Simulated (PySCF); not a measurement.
A series of related compounds: `FP(F)P`, F2H2P2; `P(F)(F)P`, F2H2P2; `C[Si](C)(C)P(F)F`, C3H9F2PSi; `InChI=1S/F2H3PSi/c1-3(2)4/h4H3`; phosphorus trifluoride (SMILES FP(F)F).

[PySCF 2.14.0 with density-fitted response routines: GFN2-xTB structure; σ from GIAO-PBE0/pcSseg-1; single conformer; in vacuum; non-relativistic; rapidly exchanging positions averaged]

δ = σ(ref) − σ, references computed at the same level: CFCl3 for 19F.

Question: How does the 19F shift change along the series?

Answer: 
```json
{"compound": "FP(F)P", "change": "base", "δ (ppm)": "-108.0", "HOMO–LUMO gap (eV)": "6.59"}
{"compound": "FP(F)P", "change": "base", "δ (ppm)": "-108.0", "HOMO–LUMO gap (eV)": "6.59"}
{"compound": "C[Si](C)(C)P(F)F", "change": "PH2 replaced by SiMe3", "δ (ppm)": "-163.9", "HOMO–LUMO gap (eV)": "6.06"}
{"compound": "FP(F)[SiH3]", "change": "PH2 replaced by SiH3", "δ (ppm)": "-147.3", "HOMO–LUMO gap (eV)": "6.36"}
{"compound": "phosphorus trifluoride", "change": "PH2 replaced by F", "δ (ppm)": "-27.5", "HOMO–LUMO gap (eV)": "9.18"}
```
